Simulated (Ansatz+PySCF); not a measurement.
singlet AgH: levels of theory in one basis

```xyz
2

Ag    0.0000    0.0000   -0.0311
H     0.0000    0.0000    1.4608
```

Basis set: def2-SVP (spherical functions, with the set's core potentials past Kr). All electrons outside the core potentials are correlated. Charge 0, multiplicity 1.

Computed with Ansatz (development build ahead of 0.2.0); each method stands on the lowest determinant of its kind that the runs found. NEVPT2 correlates all electrons outside the core potentials. Active spaces start from the frontier orbitals, and the lowest solution found is given.

```json
{"method": "RHF", "E − E(RHF) (eV)": "0.00", "<S²> of the determinant": "0.00"}
{"method": "RHF-MP2", "E − E(RHF) (eV)": "-9.80", "<S²> of the determinant": "–"}
{"method": "RHF-CCSD", "E − E(RHF) (eV)": "-9.54", "<S²> of the determinant": "–"}
{"method": "RHF-CCSD(T)", "E − E(RHF) (eV)": "-9.83", "<S²> of the determinant": "–"}
{"method": "CASSCF(2,2)", "E − E(RHF) (eV)": "-0.47", "<S²> of the determinant": "–"}
```

Problem. What does SC-NEVPT2(2,2) give on the same scale?

Solution. -9.88 eV. NEVPT2 here correlates all electrons outside the core potentials, so it doesn't share the others' frozen core.

Problem. Is a single determinant a sound starting point here?

Solution. By this sign, yes. Unrestricted orbitals gain 0.00 eV and <S²> is 0.00 against 0.00 for a pure state. The CASSCF(2,2) natural occupations are 1.96, 0.04.
